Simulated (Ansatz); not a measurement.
`NC/N=C/[SiH3]` and `N=C[SiH3]` differ in one atom or group.

Ansatz, PBE0-D4/def2-TZVP geometries, multiplicity 1. Each molecule was computed in one conformer, which needn't be the lowest.

```
                                          property  `NC/N=C/[SiH3]`
size of the dipole moment (ωB97M-V/def2-TZVPP) / D             1.69
                LUMO energy (PBE0/def2-TZVPP) / eV            -0.87
              HOMO–LUMO gap (PBE0/def2-TZVPP) / eV             6.15
             HOMO–LUMO gap (B3LYP/def2-TZVPP) / eV             5.69
             LUMO energy (ωB97M-V/def2-TZVPP) / eV             1.31
             HOMO energy (ωB97M-V/def2-TZVPP) / eV            -9.42
```

**Question.** What does the change do to each property? (Best estimate.)

**Answer.** Computed: 
| property | `N=C[SiH3]` | shift |
| --- | --- | --- |
| size of the dipole moment (ωB97M-V/def2-TZVPP) / D | 1.78 | 0.09 |
| LUMO energy (PBE0/def2-TZVPP) / eV | -0.96 | -0.09 |
| HOMO–LUMO gap (PBE0/def2-TZVPP) / eV | 6.50 | 0.35 |
| HOMO–LUMO gap (B3LYP/def2-TZVPP) / eV | 6.04 | 0.35 |
| LUMO energy (ωB97M-V/def2-TZVPP) / eV | 1.29 | -0.02 |
| HOMO energy (ωB97M-V/def2-TZVPP) / eV | -9.80 | -0.38 |

With PBE0 the HOMO falls by 0.44 eV and the LUMO falls by 0.09 eV, so the gap widens by about 0.35 eV. PBE moves the HOMO by -0.46 eV and ωB97M-V by -0.38 eV. Dipoles are sizes alone; their direction can turn.

B3LYP here is the variant with VWN-RPA as its local correlation; programs differ in this.
